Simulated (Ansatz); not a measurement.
Reaction (ligand exchange at the In–Cl bond): `[SiH3][O][In]([Cl])[Cl]` + H–F → `[F][In]([Cl])[O][SiH3]` + HCl

Computed with Ansatz on PBE0-D4/def2-TZVP structures; ΔE is electronic, products minus reactants. CCSD(T)/CBS adds triple-zeta CCSD(T) − MP2 to the extrapolated MP2 energy (def2 sets, frozen cores). This one scheme is used for every species. DFT in def2-TZVPP. Elements past krypton have def2 core potentials. For In outer-core shells are correlated without core-valence functions, which leaves a few kJ/mol of doubt a bond. One conformer a species, not always the lowest.

```json
{"level": "revPBE-D4", "ΔE (kJ/mol)": "56.3"}
{"level": "BLYP-D4", "ΔE (kJ/mol)": "51.2"}
{"level": "r2SCAN-D4", "ΔE (kJ/mol)": "58.3"}
{"level": "ωB97X-V", "ΔE (kJ/mol)": "56.7"}
{"level": "B2PLYP", "ΔE (kJ/mol)": "57.5"}
{"level": "r2SCANh", "ΔE (kJ/mol)": "60.9"}
{"level": "BHLYP", "ΔE (kJ/mol)": "61.3"}
{"level": "SCS-MP2/def2-QZVPP", "ΔE (kJ/mol)": "62.7"}
```

(1) What does CCSD(T)/CBS give? (Estimate.)

Largest T1 diagnostic among the species: 0.015.

## Answers

(1) Ansatz gave: +64.9 kJ/mol. The listed levels differ from it by -8.6, -13.7, -6.6, -8.2, -7.4, -4.0, -3.6, -2.2 kJ/mol.

From BLYP to BHLYP (50 % exact exchange), in def2-TZVPP and without D4, ΔE moves by +16.0 kJ/mol. Leaving LDA and LC-ωPBE aside and taking each functional with its dispersion term where it has one, the values, not all of them listed here, spread over 17.2 kJ/mol, from BLYP-D4 to PBE-QIDH. LDA lies +7.7 kJ/mol from PBE without D4. The D4 term adds +5.2 kJ/mol with B3LYP and +3.0 kJ/mol with PBE0; it sums over pairs of atoms, weighted by their polarisabilities, and B3LYP, whose exchange is more repulsive, gets the larger term.

B3LYP here is the variant with VWN-RPA as its local correlation; programs differ in this.
